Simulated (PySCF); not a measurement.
C4H7NO, SMILES COCCC#N. Atoms are numbered in the order given.

```xyz
13

C      0.3380     2.7081     0.0000
O     -0.4561     1.5506     0.0000
C      0.2890     0.3669     0.0000
C     -0.7080    -0.7906     0.0000
C     -0.0391    -2.0964     0.0000
N      0.5079    -3.1148     0.0000
H      0.9857     2.7603     0.8973
H      0.9857     2.7603    -0.8973
H     -0.3362     3.5762     0.0000
H      0.9447     0.3030     0.8922
H      0.9447     0.3030    -0.8922
H     -1.3556    -0.7162    -0.8871
H     -1.3556    -0.7162     0.8871
```

Geometry: ωB97X-D3(BJ)/def2-SVP. Other conformers were not sampled.

Computed with PBE0/pcSseg-1 (PySCF).

GIAO shieldings, no solvent; atoms alike by connectivity are averaged. δ = σ(ref) − σ: ¹³C against TMS (σ = 186.3 ppm); ¹⁷O against H2O (σ = 334.2 ppm); ¹⁵N against NH3 (σ = 267.4 ppm); ¹H against TMS (σ = 31.56 ppm), references at their B3LYP-D3(BJ)/def2-TZVP geometries, non-relativistic.

**Question.** Estimate the chemical shifts. (An estimate is asked for; the answer gives what the named calculation found.)

**Answer.** 
```json
[
 {"nucleus": "¹³C", "atoms": "C5", "count": "1", "δ (ppm)": "123.2"},
 {"nucleus": "¹³C", "atoms": "C3", "count": "1", "δ (ppm)": "72.5"},
 {"nucleus": "¹³C", "atoms": "C1", "count": "1", "δ (ppm)": "62.1"},
 {"nucleus": "¹³C", "atoms": "C4", "count": "1", "δ (ppm)": "22.4"},
 {"nucleus": "¹⁷O", "atoms": "O2", "count": "1", "δ (ppm)": "26.2"},
 {"nucleus": "¹⁵N", "atoms": "N6", "count": "1", "δ (ppm)": "308.7"},
 {"nucleus": "¹H", "atoms": "H7, H8, H9", "count": "3", "δ (ppm)": "3.69"},
 {"nucleus": "¹H", "atoms": "H10, H11", "count": "2", "δ (ppm)": "3.56"},
 {"nucleus": "¹H", "atoms": "H12, H13", "count": "2", "δ (ppm)": "2.62"}
]
```
